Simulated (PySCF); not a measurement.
CH₁₀ClNSi₃, SMILES C[Si@](N)(Cl)[SiH2][SiH3].

Geometry: B3LYP-D3(BJ)/def2-SVP. The structure was generated by enumeration; whether it is a known compound was not checked. The values are those of a single conformer.

Two levels are set side by side: PBE/def2-TZVP (PySCF) and B3LYP/def2-TZVP (PySCF). Same geometry, gas phase. Differences are taken from unrounded values.

```tsv
quantity	B3LYP
orbital gap (eV)	7.09
highest occupied level (eV)	-7.41
lowest empty level (eV)	-0.32
dipole moment (D)	1.76
```

Q: What does PBE give, and how far is it from B3LYP? (Estimate from the structure and the level; the computed values follow.)

A: 
```csv
quantity,PBE,PBE minus B3LYP
orbital gap (eV),5.45,-1.64
highest occupied level (eV),-6.43,0.98
lowest empty level (eV),-0.98,-0.66
dipole moment (D),1.80,0.04
```

Without exact exchange PBE keeps part of each electron's self-repulsion, which lifts occupied levels and narrows the gap. Differences between two approximate levels are no errors against the true value.

Rough cost on one machine, each run with all the roots and properties that it gave: B3LYP against PBE within a factor of 2.
